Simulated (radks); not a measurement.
The potassium ion K13+, 6 electrons, occupied as [He] 2s2 2p2.

All-electron calculation, Dirac Kohn-Sham, HCTH/407, spin-unpolarised, spherical densities, finite nucleus; open shells fill j = l - 1/2 first; Fermi nuclear charge, rms radius 3.4349 fm. Program: a radial shooting solver on a logarithmic mesh with Libxc functionals.

Energy parts (eV):
part                      energy
total                 -13186.444
kinetic                13306.897
electron-nucleus      -28030.298
Hartree                 2060.910
exchange-correlation    -523.953

Orbitals (lengths in bohr, moments of r in powers of bohr; <r^-3> diverges for s and p1/2; r(90%) holds 90 % of the orbital's charge):
orbital  occ.  eigenvalue (eV)  <r^-3>  r(90%)
1s1/2       2        -4090.490       -   0.144
2s1/2       2        -801.5722       -   0.541
2p1/2       2        -749.3951       -   0.496
2p3/2       0        -745.6146   195.1   0.499

The highest occupied level is 2p1/2 at -749.40 eV. Summed over all electrons, <r^2> = 0.5379 bohr^2, which gives a Langevin (diamagnetic) susceptibility term of -0.426 x 10^-6 cm^3/mol. For comparison, the ionisation energy in NIST's Atomic Spectra Database is 786.3 eV (semi-empirical). In exact Kohn-Sham theory the highest level is minus the ionisation energy, but local and semilocal functionals leave it too shallow, through self-interaction and a potential that decays too fast; potentials with the right tail come closer. The density falls to 0.001 e/bohr^3 at r = 1.06 bohr.

Beside tabulated values, note that spin-unpolarised runs miss the spin-polarisation part of the exchange energy of open shells.
